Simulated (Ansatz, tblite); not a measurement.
Two members of one family ((Ag2O)n off), computed with Ansatz in the gas phase; def2 core potentials for Ag, no spin–orbit coupling. The two geometries come from different levels. HOMO and LUMO are taken over both spins. Singlets are spin-restricted. The spins of the ions were chosen, not always searched. A dash marks a value that wasn't run or was left out as unsound. The structures are stationary points that may keep the symmetry of their start.

First: Ag2O⁺ (doublet, charge 1, r2SCAN-D4/def2-TZVP geometry; reduced ion singlet).

Cartesian coordinates in Å:
```
Ag 0.046 -1.201 1.572
Ag -0.141 0.885 -1.764
O 0.095 0.317 0.192
```

| level | HOMO (eV) | LUMO (eV) | gap (eV) | vertical EA (eV) |
| --- | --- | --- | --- | --- |
| PBE-D4/def2-SVP | -10.95 | -10.36 | 0.59 | – |
| PBE-D4/def2-TZVP | -11.04 | -10.41 | 0.62 | 7.37 |
| r2SCAN-D4/def2-TZVP | -11.17 | -9.53 | 1.65 | 7.00 |
| PBE0-D4/def2-TZVP | -12.43 | -8.29 | 4.14 | 6.73 |
| ωB97X-V/def2-TZVP | -14.79 | -5.92 | 8.87 | – |

The relaxed quartet lies at 2.32 eV (BLYP-D4/def2-TZVP) to 3.95 eV (ωB97X-V/def2-TZVP) from the doublet.

Second: Ag3O⁺ (singlet, charge 1, B3LYP-D4/def2-SVP geometry).

```xyz
4

Ag    0.5129    1.2553    1.5624
Ag   -1.9671   -0.1139   -0.6313
Ag    1.4409   -1.1945   -0.8828
O     0.0132    0.0530   -0.0484
```

Question: What does the change do? Estimate second minus first.

Answer: 
```tsv
level	Δ HOMO (eV)	Δ LUMO (eV)	Δ gap (eV)	Δ vertical EA (eV)
PBE-D4/def2-SVP	1.39	2.11	0.72	–
PBE-D4/def2-TZVP	1.39	2.10	0.71	-1.16
r2SCAN-D4/def2-TZVP	1.48	1.60	0.12	-1.02
PBE0-D4/def2-TZVP	1.66	1.16	-0.51	-1.06
ωB97X-V/def2-TZVP	1.85	0.92	-0.93	–
```

The relaxed triplet lies at 1.54 eV (PBE-D4/def2-TZVP) to 2.50 eV (LC-ωPBE/def2-TZVP) from the singlet. The relaxed quintet lies at 4.12 eV (r2SCAN-D4/def2-TZVP) to 5.26 eV (PBE-QIDH/def2-TZVP) from the singlet.
